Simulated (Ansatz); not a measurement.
Mulliken charges of CH₅Cl₂NSi, SMILES `NC[SiH](Cl)Cl` from ωB97M-V/def2-TZVPP in Ansatz (PBE0-D4/def2-TZVP geometry).

| atom | x (Å) | y (Å) | z (Å) | charge (e) |
| --- | --- | --- | --- | --- |
| N1 | -1.464 | -0.079 | 0.655 | -0.273 |
| C2 | -0.057 | -0.448 | 0.756 | -0.223 |
| Si3 | 1.023 | 0.165 | -0.648 | 0.453 |
| Cl4 | 0.284 | -0.588 | -2.408 | -0.208 |
| Cl5 | 0.894 | 2.212 | -0.717 | -0.208 |
| H6 | -1.566 | 0.929 | 0.625 | 0.117 |
| H7 | -1.866 | -0.440 | -0.203 | 0.117 |
| H8 | 0.350 | -0.069 | 1.700 | 0.124 |
| H9 | 0.028 | -1.538 | 0.812 | 0.124 |
| H10 | 2.456 | -0.196 | -0.568 | -0.022 |

Q: By hand: the dipole of these point charges (1 e Å = 4.8032 D).

A: Σ q r = (0.222, -0.279, 0.382) e Å, of length 0.523 e Å = 2.51 D.

Q: How does the dipole of the full density compare? (Best estimate.)

A: The calculation gave: (0.095, -0.101, 0.133) e Å, 0.92 D; the point charges give 2.73 times that, at 5° from its direction.

Point charges leave out the atoms' own dipoles, such as those of lone pairs, and Mulliken's split depends on the basis, so the two needn't agree.
